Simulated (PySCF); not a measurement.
PBE0 on Ge⁻ (germanium, charge -1), [Ar] 3d10 4s2 4p3, high-spin 4S determinant. Calculation: PySCF 2.14, in aug-cc-pVDZ-DK (6s5p3d, 36 functions); the spin-free X2C one-electron Hamiltonian (Gaussian nucleus).

```
cycle= 1 E= -2098.41870132461  delta_E= -0.0061  |g|= 0.0361  |ddm|= 0.33
cycle= 2 E= -2098.41906908993  delta_E= -0.000368  |g|= 0.0164  |ddm|= 0.102
cycle= 3 E= -2098.41916067737  delta_E= -9.16e-05  |g|= 0.00231  |ddm|= 0.0363
cycle= 4 E= -2098.4191661319  delta_E= -5.45e-06  |g|= 0.000177  |ddm|= 0.0121
cycle= 5 E= -2098.41916621227  delta_E= -8.04e-08  |g|= 7.65e-06  |ddm|= 0.00223
cycle= 6 E= -2098.41916621236  delta_E= -9e-11  |g|= 8.72e-07  |ddm|= 8.88e-05
converged SCF energy = -2098.41916621236  <S^2> = 3.7507743  2S+1 = 4.0003871
```

Highest occupied orbital energy: 0.432 eV; ⟨L²⟩ = 0.00; populations by l: s 8.00, p 15.00, d 10.00.

(1) Can this result be used?

Answers

(1) With care. The run converged. At PBE0 the highest occupied level has a positive energy, so only the finite basis holds that electron; in a semilocal or global hybrid functional this comes from self-interaction and does not mean that the real anion is unbound.
